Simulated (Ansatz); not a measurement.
Cost and result up the ladder for Ge3O2 (5 atoms). Total charge 0; singlet. Geometry: B3LYP-D4/def2-SVP.

```xyz
5

Ge    1.0588   -1.5144    0.0215
Ge   -0.4208    1.2980   -0.7342
Ge   -0.8776   -0.4223    1.3237
O     0.8823   -0.9234    1.7254
O    -0.6426    1.5621   -2.3364
```

Ansatz on 4 threads of Arm Neoverse V2 on a shared host. Times are rough, and most runs start from the orbitals of an earlier one. No level here is sound enough to serve as a yardstick. Binding counts from free atoms at the same level (Ge triplet, O triplet; other spins of the atoms weren't run), without zero-point energy or a counterpoise term.

LC-ωPBE has ω = 0.4 bohr⁻¹. Correlated methods freeze 29 core orbitals; core or outer-core shells of Ge are correlated, in sets that lack core-valence functions. The rows differ in basis, and correlated rows in double-zeta sets carry the largest basis error. Another isomer (singlet) lies 1.88 eV lower at PBE0-D4/def2-TZVP; other spin states weren't run for this one.

Correlated methods converge slowly with the basis, most of all in double-zeta sets.

```csv
level,functions,binding energy per atom (eV),remarks
PBE0-D4/def2-TZVP,206,3.24,restricted SCF unstable in HF
ωB97X-V/def2-TZVP,206,3.25,restricted SCF unstable in HF
LC-ωPBE/def2-TZVP,206,3.10,restricted SCF unstable in HF
PBE-D4/def2-TZVP (with forces),206,3.58,restricted SCF unstable in HF
r2SCAN-D4/def2-TZVP,206,3.37,restricted SCF unstable in HF
CCSD(T)/def2-SVP,124,2.89,"large T1 (0.024), restricted SCF unstable"
```

**Question.** Estimate how long each takes.

**Answer.** PBE-D4/def2-TZVP (with forces) 2.6 s; LC-ωPBE/def2-TZVP 2.9 s; r2SCAN-D4/def2-TZVP 4.8 s; PBE0-D4/def2-TZVP 5.5 s; ωB97X-V/def2-TZVP 9.5 s; CCSD(T)/def2-SVP 18 s. On shared hardware such times vary by a factor of up to 3.
